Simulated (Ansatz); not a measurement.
Cost and result up the ladder for the cluster Si6Te6 (the lowest singlet isomer of a short search) (12 atoms). Total charge 0; singlet. Geometry: PBE-D4/def2-SVP.

Cartesian coordinates in Å:
```
Si 0.720 -2.510 2.187
Si -1.585 1.593 -2.298
Si 1.853 1.961 -1.763
Si 0.727 1.810 1.811
Si -1.328 -0.998 -0.077
Si 1.903 0.595 0.210
Te -0.974 -3.418 0.271
Te -3.366 0.095 -1.006
Te -0.860 -0.248 2.336
Te 0.339 -0.292 -2.067
Te -0.257 3.034 -0.381
Te 2.829 -1.622 0.777
```

Ansatz on 4 threads of Arm Neoverse V2 on a shared host. Times are rough, and most runs start from the orbitals of an earlier one. PBE0-D4/def2-SVP serves as the yardstick here, not as an exact answer. Binding counts from free atoms at the same level (Si triplet, Te triplet; other spins of the atoms weren't run), without zero-point energy or a counterpoise term.

In the def2 sets Te takes a core potential; there is no spin–orbit coupling. Correlated methods freeze 54 core orbitals; core or outer-core shells of Te are correlated, in sets that lack core-valence functions. The structure comes from a short search, and lower isomers may exist.

Correlated methods converge slowly with the basis, most of all in double-zeta sets.

| level | functions | wall time | binding energy per atom (eV) | difference from PBE0-D4/def2-SVP (eV) |
| --- | --- | --- | --- | --- |
| PBE-D4/def2-SVP | 264 | 13 s | 3.26 | 0.16 |
| r2SCAN-D4/def2-SVP | 264 | 28 s | 3.03 | -0.07 |
| MP2/def2-SVP | 264 | 38 s | 2.72 | -0.39 |
| PBE0-D4/def2-SVP (with forces) | 264 | 47 s | 3.10 | 0.00 |
